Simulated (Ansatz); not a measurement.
`S=C=CBBr` + HBr → `BrBBr` + `C=C=S` at 700 K and 1 bar (ligand exchange at a B–C bond).

Gas-phase electronic energies from Ansatz, PBE0-D4/def2-TZVP geometries. CCSD(T)/CBS adds triple-zeta CCSD(T) − MP2 to the extrapolated MP2 energy (def2 sets, frozen cores). This one scheme is used for every species. For Br outer-core shells are correlated without core-valence functions, which leaves a few kJ/mol of doubt a bond. Scalar relativity is left out up to krypton. Each species was taken in one conformer, which may not be the lowest.

```csv
species,CCSD(T)/CBS energy (Eh),H − E (kJ/mol),S (J/(mol·K))
`S=C=CBBr`,-3073.19240,152.5,424.1
HBr,-2573.91920,36.5,223.7
`BrBBr`,-5172.09209,73.9,343.5
`C=C=S`,-475.02456,116.5,308.3
```

H − E and S are ideal-gas, rigid-rotor, harmonic terms from PBE0-D4/def2-TZVP, for one conformer and one mirror image of each species. 1 Eh = 2625.50 kJ/mol, R = 8.31446 J/(mol·K).

Problem. By hand: ΔE, ΔH, ΔS and ΔG.

Solution. ΔE = (-5172.09209) + (-475.02456) − (-3073.19240) − (-2573.91920) = -0.00505 Eh = -13.3 kJ/mol. Δ(H − E) = 73.9 + 116.5 − 152.5 − 36.5 = 1.4, so ΔH = -11.9 kJ/mol. ΔS = 343.5 + 308.3 − 424.1 − 223.7 = 4.0 J/(mol·K). ΔG = -11.9 − 700 × (4.0)/1000 = -14.7 kJ/mol.

Problem. By hand: the equilibrium constant, and the temperature at which ΔG would vanish if ΔH and ΔS stayed fixed.

Solution. log₁₀ K = −ΔG/(RT ln 10) = 1.1. ΔH and −TΔS have one sign here, so there is no such temperature.

The number of gas molecules stays the same, so ΔS is small and ΔH decides. A doubt of 5 kJ/mol in ΔE shifts log₁₀ K by 0.4 here. Other conformers and mirror images would add mixing entropy, several J/(mol·K) or more a flexible species. These are equilibria of isolated gas molecules and say nothing of rates. Largest T1 diagnostic: 0.017 (customary marks: 0.02 for closed shells, 0.045 for open ones).

ΔS is within the doubt of such terms, so its sign, and with it that verdict, could turn.
